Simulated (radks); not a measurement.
The numbers below are computed, except where a source is named.
Q: These are the eigenvalues of the occupied orbitals of an atom or ion with whole-number occupations (eV). Level of theory: non-relativistic Kohn-Sham, PBE, spin-polarised, spherical densities, point nucleus (a radial shooting solver on a logarithmic mesh with Libxc functionals).

orbital  eigenvalue
1s up     -29722.85
1s down   -29720.88
2s up     -5826.003
2s down   -5824.632
2p up     -5577.591
2p down   -5575.532
3s up     -2201.352
3s down   -2195.687
3p up     -2108.940
3p down   -2103.136

Which element is it, and in what charge state? The configuration may be excited. Open shells, if any, are filled with parallel spins first.

A: Z = 50, tin, charge +33: Sn33+ in [Ne] 3s2 3p5. The list shows which subshells hold electrons but not how many an open one holds; the 1s level, -1092.3 hartree, gives Z - s = 46.7 by -(Z - s)^2/2, which with screening narrows Z to a few neighbours, and the depths of the outer levels then fix element, charge and occupations together.
